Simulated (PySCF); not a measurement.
A search over the determinants of SrF

Unrestricted PBE0; PySCF, spin-free X2C with a Gaussian nucleus, basis sets Sr x2c-TZVPall, F x2c-TZVPall. Outer shells of the fragments: Sr 5s2; F 2s2 2p5.

Followed along the bond (rough minima from three points):

```tsv
2Ms+1	unpaired	⟨S²⟩ at the start	R at minimum (Å)	Te (eV)
2	σ ↑	0.75	2.06	0.00
4	σ ↑, π ↑↑	3.75	none in the scan	≤ 7.23
```

Solutions found at the starting distance of 2.325 Å, counted from the lowest of them; the search is not exhaustive and high or unbound solutions are not listed, so other states can lie among these:

```
2Ms+1       unpaired   term  E (eV)  ⟨S²⟩  ⟨Lz²⟩  μ (D)
    2            σ ↑    ²Σ⁺    0.00  0.75   0.00  -4.72
    2            π ↑     ²Π    1.66  0.75   1.00  -3.77
    2            δ ↑     ²Δ    2.05  0.75   4.00  -8.35
    4      σ ↑, π ↑↑  mixed    7.07  3.75   2.02   1.19
    4      σ ↑, π ↑↑  mixed    7.12  3.75   2.01   2.31
    4      σ ↑↑, π ↑     ⁴Π    7.25  3.75   1.02   4.74
    4  σ ↑, π ↑, δ ↑  mixed    7.26  3.75   5.01   1.22
    4  σ ↑, π ↑, δ ↑  mixed    7.26  3.75   4.92   1.29
    4      σ ↑↑, π ↑     ⁴Π    7.36  3.75   1.01   3.25
    4          σ ↑↑↑    ⁴Σ⁺    7.46  3.75   0.00   5.12
```

A term symbol is given only where ⟨S²⟩ and ⟨Lz²⟩ are close to those of a pure state; real π, δ and φ orbitals otherwise mix terms. A positive dipole means Sr(−)F(+).

Spin–orbit coupling is left out. Counting both spins, an empty level lies below a filled one in some of these solutions, because spin and occupation are held.
